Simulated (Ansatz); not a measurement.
Wavefunction ladder for `CO[B]([AlH2])[SiH3]`

Z-matrix (Å, degrees):
```
C
O 1 1.411
H 1 1.097 2 111.0
H 1 1.092 2 109.1 3 -120.6
H 1 1.091 2 109.0 3 120.5
B 2 1.345 1 124.3 3 1.9
Si 6 2.043 2 115.2 1 178.4
Al 6 2.157 2 127.9 1 -1.5
H 7 1.494 6 108.7 2 -99.0
H 7 1.494 6 110.1 2 145.1
H 7 1.490 6 115.0 2 22.6
H 8 1.596 6 121.2 2 -85.6
H 8 1.595 6 121.4 2 102.2
```

The species carries charge 0 and has multiplicity 1. All single points use the PBE0-D4/def2-TZVP geometry. It is one conformer, not always the lowest. Frozen core, restricted reference, Ansatz. CBS rows extrapolate triple and quadruple zeta; past MP2 they add the triple-zeta difference.

```tsv
basis	HF (Eh)	MP2 corr.
def2-TZVPP	-672.97866	-0.71524
def2-QZVPP	-673.00149	-0.76637
```

(1) Estimate the CCSD correlation energy and the (T) correction in each basis where they were run (hartree).

## Answers

(1) 
```csv
basis,CCSD corr.,(T)
def2-TZVPP,-0.77921,-0.02907
CBS(def2),-0.86823,as TZ
```
